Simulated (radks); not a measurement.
The chlorine ion Cl13+, 4 electrons, occupied as [He] 2s2. Calculated with a radial shooting solver on a logarithmic mesh with Libxc functionals: scalar-relativistic Kohn-Sham, LDA (Slater exchange, VWN5 correlation), spin-unpolarised, spherical densities, point nucleus.

Local quantities along the radius. ELF = 1/(1 + alpha^2) is the electron localisation function; alpha = (tau - tau_W)/tau_unif compares the Pauli kinetic energy density with that of the uniform gas; 4 pi r^2 rho is in e/bohr. tau is taken from the large components.

| r (bohr) | ELF | alpha | 4 pi r^2 rho |
|---|---|---|---|
| 0.004107 | 1.000 | 9.125e-06 | 0.6343 |
| 0.004593 | 1.000 | 0.00001112 | 0.7792 |
| 0.005097 | 1.000 | 0.00001344 | 0.9415 |
| 0.005701 | 1.000 | 0.00001659 | 1.152 |
| 0.006377 | 1.000 | 0.00002060 | 1.406 |
| 0.007075 | 1.000 | 0.00002534 | 1.688 |
| 0.007914 | 1.000 | 0.00003186 | 2.048 |
| 0.008852 | 1.000 | 0.00004033 | 2.478 |
| 0.009822 | 1.000 | 0.00005052 | 2.947 |
| 0.01099 | 1.000 | 0.00006484 | 3.537 |
| 0.01229 | 1.000 | 0.00008387 | 4.226 |
| 0.01363 | 1.000 | 0.0001073 | 4.962 |
| 0.01525 | 1.000 | 0.0001411 | 5.865 |
| 0.01706 | 1.000 | 0.0001872 | 6.887 |
| 0.01893 | 1.000 | 0.0002457 | 7.943 |
| 0.02117 | 1.000 | 0.0003329 | 9.189 |
| 0.02368 | 1.000 | 0.0004566 | 10.53 |
| 0.02628 | 1.000 | 0.0006195 | 11.85 |
| 0.02939 | 1.000 | 0.0008729 | 13.31 |
| 0.03287 | 1.000 | 0.001250 | 14.76 |
| 0.03648 | 1.000 | 0.001774 | 16.04 |
| 0.0408 | 1.000 | 0.002637 | 17.27 |
| 0.04563 | 1.000 | 0.004009 | 18.28 |
| 0.05063 | 1.000 | 0.006053 | 18.92 |
| 0.05664 | 1.000 | 0.009695 | 19.22 |
| 0.06335 | 1.000 | 0.01604 | 19.05 |
| 0.07029 | 0.999 | 0.02643 | 18.43 |
| 0.07862 | 0.998 | 0.04704 | 17.26 |
| 0.08794 | 0.992 | 0.08750 | 15.62 |
| 0.09758 | 0.974 | 0.1623 | 13.77 |
| 0.1091 | 0.902 | 0.3299 | 11.58 |
| 0.1221 | 0.675 | 0.6937 | 9.378 |
| 0.1355 | 0.342 | 1.386 | 7.520 |
| 0.1515 | 0.118 | 2.732 | 5.905 |
| 0.1695 | 0.049 | 4.421 | 4.828 |
| 0.188 | 0.038 | 5.051 | 4.356 |
| 0.2103 | 0.063 | 3.873 | 4.367 |
| 0.2352 | 0.186 | 2.094 | 4.763 |
| 0.261 | 0.507 | 0.9867 | 5.278 |
| 0.292 | 0.860 | 0.4038 | 5.754 |
| 0.3266 | 0.975 | 0.1612 | 5.938 |
| 0.3624 | 0.995 | 0.06872 | 5.736 |
| 0.4053 | 0.999 | 0.02754 | 5.111 |
| 0.4533 | 1.000 | 0.01103 | 4.169 |
| 0.503 | 1.000 | 0.004683 | 3.166 |
| 0.5626 | 1.000 | 0.001831 | 2.130 |
| 0.6293 | 1.000 | 0.0006980 | 1.280 |
| 0.6983 | 1.000 | 0.0002762 | 0.7142 |
| 0.781 | 1.000 | 0.00009750 | 0.3342 |
| 0.8736 | 1.000 | 0.00003260 | 0.1347 |
| 0.9694 | 1.000 | 0.00001112 | 0.04993 |
| 1.084 | 1.000 | 3.249e-06 | 0.01438 |
| 1.213 | 1.000 | 8.698e-07 | 0.003384 |
| 1.346 | 1.000 | 2.338e-07 | 0.0007219 |
| 1.505 | 1.000 | 5.090e-08 | 0.0001075 |

On this mesh the ELF has minima near r = 0.19 bohr, which separate the shells.
